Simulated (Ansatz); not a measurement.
What each rung costs, and what it gives

Saddle point of SiH₃Cl₃O, closed shell (SiHCl₃O ([OH][Si]([Cl])([Cl])[Cl]) + H₂ → SiHCl₃ ([Cl][SiH]([Cl])[Cl]) + H₂O; bonds formed: Si1–H7, O2–H6; bonds broken: Si1–O2, H6–H7), PBE0-D4/def2-TZVP structure:

```
8
angstrom
Si -0.4588 0.2625 0.0121
O 1.1266 -0.4512 -0.4443
Cl -1.3206 -0.3429 -1.8002
Cl -0.7250 2.2835 -0.1345
Cl -1.6666 -0.7858 1.2986
H 1.2458 -0.1552 0.6467
H 0.5971 0.5079 1.2879
H 1.2015 -1.3188 -0.8664
```

Barriers are electronic and count from the start structure reached by relaxing down the imaginary mode.

Program: Ansatz 0.2.0. Basis: as named in each row. Cores are frozen in the correlated methods. B3LYP uses VWN-RPA correlation. Extrapolation: Hartree–Fock as exp(−7.88 √X), correlation as X^−2.97.

Times are rough, for one single point on 8 threads of a shared host (Arm Neoverse V1).

The estimate by CCSD(T) at an estimated basis limit (MP2 extrapolated from triple and quadruple zeta, plus CCSD(T) − MP2 in triple zeta) is 241.0 kJ/mol.

| method | basis | time (s) | barrier (kJ/mol) | method less estimate |
| --- | --- | --- | --- | --- |
| HF | STO-3G | under 1 | 301.2 | 60.2 |
| PBE-D4 | STO-3G | under 1 | 164.9 | -76.1 |
| SPW92 | def2-SVP | under 1 | 147.8 | -93.2 |
| B3LYP-D4 | 6-31G | under 1 | 198.6 | -42.4 |
| PBE-D4 | def2-SVP | under 1 | 188.0 | -53.0 |
| PBE0-D4 | def2-SVP | under 1 | 202.7 | -38.2 |
| SPW92 | def2-TZVPP | under 1 | 162.2 | -78.7 |
| BLYP-D4 | def2-TZVPP | 1 | 231.7 | -9.3 |
| PBE-D4 | def2-TZVPP | 1 | 204.5 | -36.4 |
| CCSD(T) | def2-SVP | 2 | 239.4 | -1.6 |
| B3LYP-D4 | def2-TZVPP | 2 | 239.4 | -1.5 |
| BHLYP-D4 | def2-TZVPP | 2 | 256.1 | 15.2 |
| CAM-B3LYP-D4 | def2-TZVPP | 2 | 238.6 | -2.4 |
| PBE0-D4 | def2-TZVPP | 2 | 218.5 | -22.5 |
| wB97M-V | def2-SVP | 3 | 210.6 | -30.4 |
| r2SCAN-D4 | def2-TZVPP | 3 | 222.8 | -18.2 |
| RPA on PBE | def2-TZVPP | 3 | 244.5 | 3.5 |
| B2PLYP | def2-TZVPP | 3 | 243.6 | 2.7 |
| PBE-QIDH | def2-TZVPP | 3 | 232.3 | -8.7 |
| r2SCAN0-D4 | def2-TZVPP | 3 | 230.4 | -10.5 |
| wB97X-V | def2-TZVPP | 4 | 236.0 | -5.0 |
| B97M-V | def2-TZVPP | 5 | 233.4 | -7.6 |
| wB97M-V | def2-TZVPP | 6 | 232.5 | -8.5 |
| MP2 | def2-QZVPP | 10 | 240.3 | -0.7 |
| CCSD(T) | def2-TZVPP | 69 | 243.8 | 2.8 |

All methods are single points on the PBE0-D4 structures.

T1 diagnostic: at most 0.011.

Labels in which every atom is bracketed show which atoms are joined, not bond orders.
